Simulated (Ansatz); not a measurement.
Species: SiF$_{2}$ (charge -1, doublet). 
Geometry from a B3LYP-D3(BJ)/def2-TZVP (Ansatz, a program for electronic structure) optimisation:
```xyz
3

Si    -0.0101     0.0144     0.6331
F      1.0678    -0.7137    -0.4595
F     -1.0520     0.6913    -0.5254
```
Charge -1, spin multiplicity 2.

Basis-set convergence of Hartree-Fock and CCSD correlation energies (hartree) with Ansatz. Cores are frozen in the correlated levels unless marked. UHF or UKS for open shells. No spin-orbit coupling. No relativistic terms.

```
basis            functions       E(HF)  E(corr, CCSD)
---------------  ---------  ----------  -------------
aug-cc-pV(D+d)Z         78  -487.93764       -0.51518
aug-cc-pV(T+d)Z        147           ?              ?
```

Question: Some entries are withheld; supply them.

Answer: 
- aug-cc-pV(T+d)Z, E(HF): -488.00317
- aug-cc-pV(T+d)Z, E(corr, CCSD): -0.63527
